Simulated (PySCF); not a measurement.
Species: CF3C(O)Cl, C2ClF3O.
InChI=1S/C2ClF3O/c3-1(7)2(4,5)6

Torsions of this conformer, `[O:1]=[C:2]([Cl:3])[C:4]([F:5])([F:6])[F:7]`: O1–C2–C4–F5 -127°.

The closed-shell ground state was solved at several levels (PySCF, density fitting, gas phase, non-relativistic). Geometry: PBE0-D3(BJ)/def2-SVP; no solvent, vibrations or thermal averaging.

| level | basis functions | HOMO (eV) | LUMO (eV) | gap (eV) | dipole (D) |
| --- | --- | --- | --- | --- | --- |
| PBE0/def2-TZVP | 223 | -9.50 | -2.26 | 7.24 | 0.88 |
| PBE0/IGLO-III | 254 | -9.52 | -2.29 | 7.23 | 1.00 |
| PBE0/cc-pVTZ | 214 | -9.45 | -2.19 | 7.26 | 0.81 |
| PBE0/aug-cc-pVDZ | 165 | -9.56 | -2.34 | 7.22 | 0.87 |
| PBE0/cc-pVDZ | 102 | -9.29 | -2.00 | 7.29 | 0.66 |

Task: Estimate the row for PBE0/def2-SVP, a basis of 102 functions; the other rows only guide the guess.

Result: HOMO -9.40 eV, LUMO -2.09 eV, gap 7.31 eV, dipole 0.77 D.

Task: How much does the basis alone move the frontier levels among the 6 PBE0 rows (the withheld one included)?

Result: The HOMO by 0.27 eV and the LUMO by 0.34 eV. By rising basis size (HOMO, LUMO in eV): cc-pVDZ -9.29, -2.00; def2-SVP -9.40, -2.09; aug-cc-pVDZ -9.56, -2.34; cc-pVTZ -9.45, -2.19; def2-TZVP -9.50, -2.26; IGLO-III -9.52, -2.29.

Task: How far do the dipole and the HOMO energy spread over the levels?

Result: The dipole runs from 0.66 to 1.00 D (mean 0.83 D) and the HOMO from -9.56 to -9.29 eV.
